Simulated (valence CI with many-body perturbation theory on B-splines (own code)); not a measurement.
Gd L: electric-dipole lines

Level of theory: valence CI with perturbative core correlation (CI+MBPT): five valence electrons over a frozen Dirac-Fock core [Ne], radial functions for each j: 11 s, 11 p, 10 d, 8 f, 5 g, 2 h, with the one-electron correlation potential Σ1 (screened to all orders), the two-electron term Σ2, the three-electron term Σ3, Breit, model QED; selected single and double excitations, second order for the rest, scaled by the run's own slope (own B-spline code, finite nucleus).

No measured spectrum was set against this ion. As an estimate, large intervals hold to a few tenths of a per cent, small ones and those within an open d or f shell to about a per cent. Among the levels kept, up to 3200 cm⁻¹ of a level comes from second order outside the variational space, and about a tenth of that is noise between levels of different J, which matters for small intervals.

Lines 1 to 50 of 565 in falling wavelength, among levels below 859.88 eV, chosen from the strongest by gf and those to the six lowest levels. Wavelengths and rates use the calculated energies. Electric multipoles are in the length gauge with retardation, E1 and E2 with the static RPA response of the core. Weak lines are less certain than strong ones. Lines between different terms over intervals too small for the method are left out, as are lines whose strength nearly cancels. The highest levels of a list are the least certain.

Levels are named by their leading jj configuration (3d3/2^4 stands for four electrons in 3d with j = 3/2), which in mixed levels can hold well under half, so a name can repeat and another be missing. Letters in brackets count levels of one name in rising energy.

```tsv
λ vac (nm)	Upper	Lower	A (s⁻¹)	S (a.u.)
19.44	(3s^2 3p1/2^2 3d5/2) J=5/2	(3s^2 3p1/2 3p3/2^2) J=5/2	1.90e+07	4.12e-04
16.79	(3s^2 3p1/2^2 3d5/2) J=5/2	(3s^2 3p1/2 3p3/2^2) J=3/2	2.53e+07	3.54e-04
12.09	(3s 3p1/2^2 3d3/2^2) J=5/2	(3s^2 3p1/2 3d3/2^2) J=3/2	4.07e+09	2.13e-02
11.36	(3s 3p1/2^2 3p3/2 3d3/2) J=7/2	(3s^2 3p1/2 3p3/2 3d3/2) J=5/2 [b]	4.41e+09	2.55e-02
10.56	(3s 3p1/2^2 3d3/2 3d5/2) J=9/2	(3s^2 3p1/2 3d3/2 3d5/2) J=7/2 [b]	8.91e+09	5.18e-02
10.38	(3s 3p1/2 3p3/2^2 3d3/2) J=9/2	(3s^2 3p3/2^2 3d3/2) J=7/2	6.82e+09	3.77e-02
10.19	(3s 3p1/2^2 3d3/2^2) J=1/2	(3s^2 3p1/2 3d3/2^2) J=1/2	1.46e+10	1.53e-02
9.857	(3s 3p1/2^2 3p3/2 3d5/2) J=9/2	(3s^2 3p1/2 3p3/2 3d5/2) J=9/2	6.53e+09	3.09e-02
9.832	(3s 3p1/2^2 3p3/2 3d5/2) J=7/2 [a]	(3s^2 3p1/2 3p3/2 3d5/2) J=5/2 [b]	6.15e+09	2.31e-02
9.774	(3s 3p1/2^2 3p3/2 3d5/2) J=7/2 [a]	(3s^2 3p1/2 3p3/2 3d5/2) J=7/2 [b]	4.19e+09	1.54e-02
9.576	(3s 3p1/2^2 3p3/2^2) J=5/2	(3s^2 3p1/2 3p3/2^2) J=5/2	6.08e+09	1.58e-02
9.434	(3s 3p1/2^2 3d3/2^2) J=3/2	(3s^2 3p1/2 3d3/2^2) J=5/2	1.15e+10	1.91e-02
9.341	(3s 3p1/2 3p3/2^2 3d5/2) J=11/2	(3s^2 3p3/2^2 3d5/2) J=9/2	1.36e+10	6.57e-02
9.287	(3s 3p1/2^2 3p3/2 3d3/2) J=7/2	(3s^2 3p1/2 3p3/2 3d3/2) J=7/2	8.30e+09	2.62e-02
9.230	(3s 3p1/2 3p3/2^2 3d5/2) J=7/2 [e]	(3s^2 3p3/2^2 3d5/2) J=5/2 [b]	1.05e+10	3.26e-02
9.219	(3s 3p1/2^2 3d3/2 3d5/2) J=7/2 [a]	(3s^2 3p1/2 3d3/2 3d5/2) J=5/2 [a]	7.29e+09	2.26e-02
9.119	(3s 3p1/2^2 3p3/2 3d3/2) J=5/2 [a]	(3s^2 3p1/2 3p3/2 3d3/2) J=5/2 [a]	8.74e+09	1.96e-02
9.075	(3s 3p1/2^2 3p3/2 3d5/2) J=9/2	(3s^2 3p1/2 3p3/2 3d5/2) J=7/2 [a]	1.66e+10	6.11e-02
9.072	(3s 3p1/2^2 3d5/2^2) J=9/2	(3s^2 3p1/2 3d5/2^2) J=9/2	1.08e+10	3.99e-02
9.020	(3s 3p1/2^2 3d3/2 3d5/2) J=7/2 [a]	(3s^2 3p1/2 3d3/2 3d5/2) J=7/2 [a]	1.23e+10	3.56e-02
9.000	(3s 3p1/2^2 3d5/2^2) J=5/2	(3s^2 3p1/2 3d5/2^2) J=5/2	1.34e+10	2.88e-02
8.967	(3s 3p1/2^2 3p3/2 3d5/2) J=5/2 [a]	(3s^2 3p1/2 3p3/2 3d5/2) J=5/2 [a]	1.03e+10	2.21e-02
8.966	(3s 3p1/2 3p3/2^2 3d5/2) J=9/2 [b]	(3s^2 3p3/2^2 3d5/2) J=7/2	1.35e+10	4.79e-02
8.964	(3s 3p1/2^2 3d5/2^2) J=9/2	(3s^2 3p1/2 3d5/2^2) J=7/2	2.04e+10	7.25e-02
8.951	(3p1/2^2 3p3/2^2 3d3/2) J=7/2	(3s 3p1/2 3p3/2^2 3d3/2) J=7/2 [c]	1.28e+10	3.61e-02
8.925	(3s 3p1/2^2 3d3/2 3d5/2) J=3/2 [a]	(3s^2 3p1/2 3d3/2 3d5/2) J=1/2	9.66e+09	1.36e-02
8.886	(3s 3p1/2^2 3p3/2^2) J=5/2	(3s^2 3p1/2 3p3/2^2) J=3/2	9.86e+09	2.05e-02
8.880	(3s 3p1/2^2 3d3/2^2) J=5/2	(3s^2 3p1/2 3d3/2^2) J=5/2	1.32e+10	2.74e-02
8.872	(3s 3p1/2^2 3d3/2 3d5/2) J=5/2 [a]	(3s^2 3p1/2 3d3/2 3d5/2) J=5/2 [a]	9.66e+09	2.00e-02
8.855	(3s 3p1/2^2 3d5/2^2) J=5/2	(3s^2 3p1/2 3d5/2^2) J=3/2 [a]	1.23e+10	2.52e-02
8.840	(3s 3p1/2^2 3p3/2 3d5/2) J=7/2 [b]	(3s^2 3p1/2 3p3/2 3d5/2) J=5/2 [b]	5.72e+09	1.56e-02
8.792	(3s 3p1/2 3p3/2^3) J=5/2	(3s^2 3p3/2^3) J=3/2	1.05e+10	2.11e-02
8.732	(3s 3p1/2^2 3d3/2 3d5/2) J=9/2	(3s^2 3p1/2 3d3/2 3d5/2) J=9/2	1.29e+10	4.24e-02
8.724	(3s 3p1/2^2 3p3/2^2) J=1/2	(3s^2 3p1/2 3p3/2^2) J=1/2	2.12e+10	1.39e-02
8.723	(3s 3p1/2^2 3p3/2 3d5/2) J=5/2 [a]	(3s^2 3p1/2 3p3/2 3d5/2) J=3/2 [a]	1.46e+10	2.88e-02
8.701	(3s 3p1/2 3p3/2^2 3d5/2) J=5/2 [e]	(3s^2 3p3/2^2 3d5/2) J=3/2	6.82e+09	1.33e-02
8.687	(3s 3p1/2^2 3d3/2 3d5/2) J=5/2 [a]	(3s^2 3p1/2 3d3/2 3d5/2) J=7/2 [a]	9.28e+09	1.80e-02
8.635	(3s 3p1/2^2 3p3/2 3d5/2) J=3/2 [b]	(3s^2 3p1/2 3p3/2 3d5/2) J=1/2	1.30e+10	1.66e-02
8.465	(3s 3p1/2^2 3p3/2 3d5/2) J=3/2 [b]	(3s^2 3p1/2 3p3/2 3d5/2) J=3/2 [b]	1.61e+10	1.93e-02
8.463	(3s 3p1/2^2 3p3/2 3d5/2) J=3/2 [a]	(3s^2 3p1/2 3p3/2 3d5/2) J=5/2 [a]	1.67e+10	1.99e-02
8.453	(3s 3p1/2 3p3/2^2 3d5/2) J=3/2 [a]	(3s^2 3p3/2^2 3d5/2) J=1/2	1.05e+10	1.25e-02
8.453	(3s 3p1/2 3p3/2^2 3d3/2) J=7/2 [c]	(3s^2 3p3/2^2 3d3/2) J=7/2	1.12e+10	2.66e-02
8.444	(3s 3p1/2 3p3/2^2 3d5/2) J=5/2 [d]	(3s^2 3p3/2^2 3d5/2) J=5/2 [a]	8.51e+09	1.52e-02
8.431	(3s 3p1/2^2 3d5/2^2) J=1/2	(3s^2 3p1/2 3d5/2^2) J=1/2	3.16e+10	1.87e-02
8.426	(3s 3p1/2 3p3/2^2 3d5/2) J=7/2 [d]	(3s^2 3p3/2^2 3d5/2) J=5/2 [a]	1.33e+10	3.15e-02
8.413	(3s 3p1/2^2 3d5/2^2) J=3/2	(3s^2 3p1/2 3d5/2^2) J=5/2	2.50e+10	2.94e-02
8.300	(3s 3p1/2^2 3d3/2 3d5/2) J=7/2 [b]	(3s^2 3p1/2 3d3/2 3d5/2) J=9/2	2.38e+10	5.37e-02
8.256	(3p1/2^2 3p3/2^2 3d3/2) J=3/2 [b]	(3s 3p1/2 3p3/2^2 3d3/2) J=5/2 [d]	1.49e+10	1.66e-02
8.247	(3s 3p1/2^2 3d5/2^2) J=7/2	(3s^2 3p1/2 3d5/2^2) J=9/2	2.55e+10	5.64e-02
8.205	(3s 3p1/2 3p3/2^2 3d5/2) J=3/2 [c]	(3s^2 3p3/2^2 3d5/2) J=5/2 [a]	1.25e+10	1.36e-02
```
